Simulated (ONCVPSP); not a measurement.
Br: ONCV pseudisation with PBE, scalar-relativistic reference atom.

```
Element                 : Br
Generator               : ONCVPSP 4.0.1
Type                    : optimised norm-conserving Vanderbilt (ONCV)
Functional              : PBE
Relativity              : scalar-relativistic
Frozen core             : [Ne]
Valence charge          : 25
Reference configuration : 3s2 3p6 3d10 4s2 4p3 (charge +2)
Partial waves           : 3s+4s: rc 0.95 bohr, ncon 4, nbas 8, qcut 14.6 1/bohr, 2 projectors; 3p+4p: rc 1.05 bohr, ncon 4, nbas 8, qcut 13 1/bohr, 2 projectors; 3d: rc 0.85 bohr, ncon 4, nbas 8, qcut 15.6 1/bohr, 2 projectors, debl 3.6 Ha
Local potential         : polynomial inside 0.80 bohr (lpopt 1, dvloc0 0 Ha)
Core correction         : Teter function, fcfact 3.75, rcfact 1.65
```

All-electron outer shells of the reference configuration (PBE, scalar-relativistic, ld1.x):

```json
{"shell": "2s", "level (eV)": "-1757.41", "outermost node (bohr)": "0.06", "outermost maximum (bohr)": "0.16"}
{"shell": "2p", "level (eV)": "-1552.90", "outermost node (bohr)": "–", "outermost maximum (bohr)": "0.13"}
{"shell": "3s", "level (eV)": "-262.20", "outermost node (bohr)": "0.23", "outermost maximum (bohr)": "0.48"}
{"shell": "3p", "level (eV)": "-197.61", "outermost node (bohr)": "0.21", "outermost maximum (bohr)": "0.48"}
{"shell": "3d", "level (eV)": "-90.79", "outermost node (bohr)": "–", "outermost maximum (bohr)": "0.43"}
{"shell": "4s", "level (eV)": "-41.84", "outermost node (bohr)": "0.67", "outermost maximum (bohr)": "1.39"}
{"shell": "4p", "level (eV)": "-28.23", "outermost node (bohr)": "0.70", "outermost maximum (bohr)": "1.58"}
```

Calculated quality:

```
Cutoffs needed             : 120 Ha and 312 Ha (the cutoffs (Ha) at which the residual kinetic energy of the hardest occupied pseudo-wave falls to 1 and 0.1 mHa per electron)
Ghost test                 : no bound ghost flagged; no localised positive-energy state flagged
Largest excitation error   : +4.9 meV (all-electron minus pseudo) for 3s2 3p6 3d10 4s2 4p5, out of 4 test configurations
rms error of d²Exc/dni dnj : 2.24 mHa without and 2.42 mHa with the model core
```

Generation and tests took about 3.7 s on one core of a shared server CPU.
